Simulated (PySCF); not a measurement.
**Excitation energy of Be by level of theory**

Be [He] 2s2 (1S) → Be [He] 2s1 3d1 (3D), as a difference of total energies. All numbers are calculated (PySCF 2.14, the non-relativistic Hamiltonian (point nucleus), in aug-cc-pCVTZ (7s6p4d2f, 59 functions)). Correlated levels: valence: 1s2 frozen; valence and next inner shell: nothing frozen. The calculations carry no spin-orbit coupling.

```
                                method  excitation energy (cm⁻¹)
                                   UHF                     64229
                                   LDA                     65699
                                   PBE                     64466
                                  PBE0                     65730
                                r2SCAN                     64869
                                  MN15                     70713
                                 HSE06                     65507
                               wB97M-V                     69865
                                 wB97X                     68578
                         MP2 (valence)                     69748
                     SCS-MP2 (valence)                     71537
    MP2 (valence and next inner shell)                     69987
SCS-MP2 (valence and next inner shell)                     71744
```

The promoted electron is Rydberg-like, and one or two diffuse shells describe it only roughly, which tends to raise the upper state.

In the upper state the promoted electron has a positive orbital energy at LDA, PBE, PBE0, r2SCAN, MN15, HSE06, wB97M-V, so the basis confines it.
